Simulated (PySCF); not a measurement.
Species: C7H11As.
Geometry (PBE0-D3(BJ)/def2-SVP, Å), atoms numbered from 1 in this order:
```xyz
19
C7H11As angstrom
C      1.3809   -0.4757    2.5734
C      1.3331   -0.1498    1.4074
C      1.2703    0.2486    0.0013
C      0.1224    1.2427   -0.2528
C     -1.2709    0.6845    0.0120
C     -1.6708   -0.4508   -0.9195
As    -0.4610   -2.0153   -0.9044
C      1.2158   -0.9668   -0.9363
H      1.4324   -0.7673    3.6057
H      2.2147    0.7836   -0.2118
H      0.1952    1.5815   -1.3015
H      0.2864    2.1315    0.3761
H     -1.3263    0.3430    1.0599
H     -2.0023    1.5065   -0.0813
H     -1.7033   -0.1036   -1.9666
H     -2.6802   -0.8226   -0.6841
H     -0.4806   -2.1846    0.6133
H      1.3434   -0.6256   -1.9767
H      2.0446   -1.6583   -0.7227
```

Computed, not measured: TDDFT CAM-B3LYP/def2-SVPD, vertical, gas phase, core orbitals frozen in the response in PySCF 2.14.0, density-fitted response routines. The CAM-B3LYP/def2-SVPD calculation is non-relativistic and has no spin–orbit coupling, an omission that weighs most on arsenic.

Problem. List the vertical singlet excitations with oscillator strengths and describe the spectrum.

Solution. 

```json
{"state": "S1", "λ (nm)": "195.1", "E (eV)": "6.36", "f": "0.074", "main configurations (H = HOMO, L = LUMO)": "H→L+1 (82%)"}
{"state": "S2", "λ (nm)": "191.3", "E (eV)": "6.48", "f": "0.012", "main configurations (H = HOMO, L = LUMO)": "H-1→L+6 (14%), H→L (13%), H-2→L+7 (9%)"}
{"state": "S3", "λ (nm)": "190.6", "E (eV)": "6.51", "f": "0.041", "main configurations (H = HOMO, L = LUMO)": "H→L (45%), H→L+3 (14%), H→L+2 (14%)"}
{"state": "S4", "λ (nm)": "184.4", "E (eV)": "6.72", "f": "0.0017", "main configurations (H = HOMO, L = LUMO)": "H-2→L+2 (13%), H-1→L+6 (10%), H-1→L+7 (9%)"}
{"state": "S5", "λ (nm)": "184.1", "E (eV)": "6.73", "f": "0.0054", "main configurations (H = HOMO, L = LUMO)": "H-1→L+2 (15%), H-2→L+6 (13%), H-1→L+6 (10%)"}
{"state": "S6", "λ (nm)": "177.3", "E (eV)": "6.99", "f": "0.092", "main configurations (H = HOMO, L = LUMO)": "H→L+5 (33%), H→L+2 (25%), H→L+3 (23%)"}
{"state": "S7", "λ (nm)": "174.5", "E (eV)": "7.11", "f": "0.043", "main configurations (H = HOMO, L = LUMO)": "H→L+2 (31%), H→L (29%), H→L+3 (12%)"}
{"state": "S8", "λ (nm)": "166.9", "E (eV)": "7.43", "f": "0.030", "main configurations (H = HOMO, L = LUMO)": "H-1→L (62%), H-1→L+2 (11%)"}
{"state": "S9", "λ (nm)": "163.9", "E (eV)": "7.56", "f": "0.085", "main configurations (H = HOMO, L = LUMO)": "H-2→L (31%), H→L+5 (17%)"}
{"state": "S10", "λ (nm)": "162.2", "E (eV)": "7.65", "f": "0.035", "main configurations (H = HOMO, L = LUMO)": "H→L+4 (32%), H-2→L (15%), H-3→L (9%)"}
```

Triplets, Tamm–Dancoff:

```tsv
state	E (eV)	λ (nm)	main configurations (H = HOMO, L = LUMO)
T1	5.34	232.3	H-1→L+7 (15%), H-2→L+6 (15%), H-1→L+2 (9%)
T2	5.40	229.7	H→L+1 (62%), H→L+4 (13%), H→L+2 (10%)
T3	5.56	223.1	H→L+3 (36%), H→L (20%), H→L+2 (11%)
T4	5.85	212.0	H-1→L+6 (22%), H-2→L+7 (16%)
```

The lowest singlet comes at 195 nm (613 kJ/mol) in the vacuum ultraviolet; it is of moderate strength; its leading configuration is HOMO→LUMO+1 (82%). The strongest level in the table is S6 at 6.99 eV (177 nm, f = 0.092). S4/S5 lie within about 0.01 eV of each other. Löwdin shares by element: HOMO arsenic 59%, carbon 19% or more, hydrogen 6% or more (atoms not listed hold the other 16%); LUMO hydrogen 17% or more, arsenic 10%, carbon 8% or more (atoms not listed hold the other 65%). Orbital energies (eV): HOMO-3 -9.60, HOMO-2 -9.15, HOMO-1 -8.95, HOMO -8.05, LUMO 1.22, LUMO+1 1.42, LUMO+2 1.64. Of the 10 states listed, 8 reach f = 0.01 and none stays under 0.0005. Weighted by f, the mean energy of these states is 7.03 eV. All these states lie below the vertical ionisation energy of 8.82 eV (ΔSCF). The window holds the lowest 10 singlets.

One conformer stands for the species.
